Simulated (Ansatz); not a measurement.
Consider the substitution at a C–N bond: `C[N]1[CH2][GeH2]1` + `CN[SiH2]O` → `CN(C)[SiH2]O` + `[CH2]1[NH][GeH2]1`.

Gas-phase electronic energies from Ansatz, PBE0-D4/def2-TZVP geometries. CBS: MP2 limit from def2 TZ/QZ plus the TZ coupled-cluster correction, frozen cores. Functionals use def2-TZVPP. B3LYP here is the variant with VWN-RPA as its local correlation; programs differ in this. For Ge outer-core shells are correlated without core-valence functions, which leaves a few kJ/mol of doubt a bond. Scalar relativity is left out up to krypton. One conformer a species, not always the lowest.

| level | ΔE (kJ/mol) | difference from CCSD(T)/CBS |
| --- | --- | --- |
| PBE-D4 | -1.0 | -1.2 |
| r2SCAN-D4 | -0.8 | -1.0 |
| PBE0-D4 | -0.9 | -1.1 |
| B3LYP-D4 | 0.1 | -0.1 |
| ωB97X-V | -1.0 | -1.2 |
| r2SCAN | -0.4 | -0.6 |
| PBE0 | 0.0 | -0.2 |
| HF/def2-TZVPP | 2.9 | 2.7 |
| MP2/def2-TZVPP | 0.4 | 0.2 |
| SCS-MP2/def2-TZVPP | 0.4 | 0.2 |
| CCSD/def2-TZVPP | -0.7 | -0.9 |
| CCSD(T)/def2-TZVPP | -1.1 | -1.3 |
| HF/def2-QZVPP | 2.8 | 2.6 |
| MP2/def2-QZVPP | 1.1 | 0.9 |
| MP2/CBS(def2) | 1.7 | 1.5 |
| CCSD/CBS(def2) | 0.6 | 0.4 |
| CCSD(T)/CBS | 0.2 | 0 |

Largest T1 diagnostic among the species: 0.012.
